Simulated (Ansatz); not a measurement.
Gas-phase electronic energies from Ansatz, PBE0-D4/def2-TZVP geometries. CCSD(T)/CBS is the MP2 limit (def2-TZVPP, def2-QZVPP) plus CCSD(T) − MP2 in def2-TZVPP, frozen cores. This one scheme is used for every species. Functionals use def2-TZVPP. Elements past krypton have def2 core potentials. For W outer-core shells are correlated without core-valence functions, which leaves a few kJ/mol of doubt a bond.

`[F][W]([F])([F])([F])([F])[Cl]` + HCl → `[F][W]([F])([F])([F])([Cl])[Cl]` + H–F  (ligand exchange at a W–F bond)

| level | ΔE (kcal/mol) |
| --- | --- |
| PBE0-D4 | 6.9 |
| PBE | 8.0 |
| r2SCANh | 8.8 |
| MP2/def2-TZVPP | 4.6 |

Q: What does CCSD(T)/CBS give? (Estimate.)

A: The calculation gave: +6.3 kcal/mol. The listed levels differ from it by 0.6, 1.7, 2.5, -1.7 kcal/mol.

Q: What do rigid-rotor, harmonic-oscillator terms from PBE0-D4/def2-TZVP frequencies (298.15 K, 1 bar) make of the CCSD(T)/CBS value? (Estimate.)

A: Ansatz gave: ΔZPE = +1.0 kcal/mol, ΔH = +7.5 kcal/mol, ΔS = 4 J/(mol·K), ΔG = +7.3 kcal/mol.

Largest T1 diagnostic among the species: 0.022, so the coupled-cluster value is less sure than usual.

At CCSD(T), def2-SVP lies +5.3 kcal/mol from the extrapolated value and def2-TZVPP +1.6 kcal/mol. The D4 term adds −1.8 kcal/mol with B3LYP and −1.0 kcal/mol with PBE0; it sums over pairs of atoms, weighted by their polarisabilities, and B3LYP, whose exchange is more repulsive, gets the larger term.

CCSD(T)/CBS has its own doubt, a few kJ/mol and more with outer-core shells, so smaller differences from it don't rank the levels.

B3LYP here is the variant with VWN-RPA as its local correlation; programs differ in this.
